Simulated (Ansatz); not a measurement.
Born–Oppenheimer molecular dynamics of BCl3H2O (7 atoms, charge 0, multiplicity 1). It starts at the highest image of a converged band, a first-order saddle point between two minima.

All numbers below come from RKS BHLYP-D4/def2-SVP in Ansatz 0.2.0.

```yaml
ensemble: NVE (velocity Verlet)
time_step: 0.5 fs
steps_asked: 200
starting_velocities_drawn_for: 100 K
seed: 11170
```

First frame:

```xyz
7
Properties=species:S:1:pos:R:3
B -0.183 0.503 -0.267
O 0.327 -0.090 0.977
Cl 0.727 1.878 -0.859
Cl -1.939 0.435 -0.444
H 0.748 -0.984 0.278
Cl 0.707 -1.343 -1.228
H -0.386 -0.400 1.542
```

(1) How far do the bonds stretch over the last three quarters of this one trajectory? (Pairs bonded in most of those frames.)

Answers

(1) 
```json
{"bond": "B1–Cl3", "mean (Å)": "1.779", "spread (Å)": "0.061", "shortest": "1.68", "longest": "1.88"}
{"bond": "B1–Cl4", "mean (Å)": "1.797", "spread (Å)": "0.060", "shortest": "1.69", "longest": "1.90"}
{"bond": "B1–Cl6", "mean (Å)": "1.821", "spread (Å)": "0.100", "shortest": "1.67", "longest": "2.08"}
{"bond": "O2–H5", "mean (Å)": "0.966", "spread (Å)": "0.034", "shortest": "0.91", "longest": "1.04"}
{"bond": "O2–H7", "mean (Å)": "0.962", "spread (Å)": "0.020", "shortest": "0.92", "longest": "1.00"}
```

Mean temperature of the second half: 612 K. The conserved energy stayed within 0.26 meV per atom of its start (net change -0.055 meV per atom), so the integration is sound. The system heated up, since it started high on the potential surface and ran downhill. A run of 0.1 ps of so small a system gives no equilibrium averages. The orbitals stay closed-shell, which can raise the energy where a bond breaks towards radicals; this wasn't checked here.

Run time: 6.1 min on 2 threads of Arm Neoverse V2, on a shared host, peak memory 0.2 GiB.
